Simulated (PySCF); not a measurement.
## Bi⁺ (bismuth, charge +1): UHF calculation

Configuration: [Xe] 4f14 5d10 6s2 6p2, high-spin 3P determinant. Calculation: PySCF 2.14, in aug-cc-pVQZ-PP with ECP60MDF (7s7p5d3f2g, 92 functions); scalar relativity through the core potential.

* Total energy: -213.292956 hartree
* One-electron energy: -366.0319 hartree
* Hartree (Coulomb) energy: 168.6510 hartree
* Exchange energy: -15.9121 hartree
* ⟨S²⟩: 2.0084
* ⟨L²⟩: 2.019
* Sum of ⟨r⟩: 29.95 bohr
* Sum of ⟨r²⟩: 53.72 bohr²
* Traceless quadrupole moment −½Σ⟨3z² − r²⟩ along its main axis: 3.62 e·bohr²

```
shell  electrons  mean orbital energy (eV)  spread (eV)  rms radius, mean of both spins (bohr)
 5s α          1                   -190.26            0                                  0.899
 5s β          1                   -189.99            0                                  0.899
 5p α          3                   -124.26        0.179                                   1.02
 5p β          3                   -124.06        0.568                                   1.02
 5d α          5                   -44.083        0.410                                   1.32
 5d β          5                   -43.782        0.712                                   1.32
 6s α          1                   -27.943            0                                   2.32
 6s β          1                   -23.919            0                                   2.32
 6p α          2                   -15.671            0                                   2.98
```

Energies and moments cover only the electrons outside the core potential. Spin-orbit coupling is strong in this species (close to jj coupling), so the high-spin LS determinant is a model state, not a physical level.
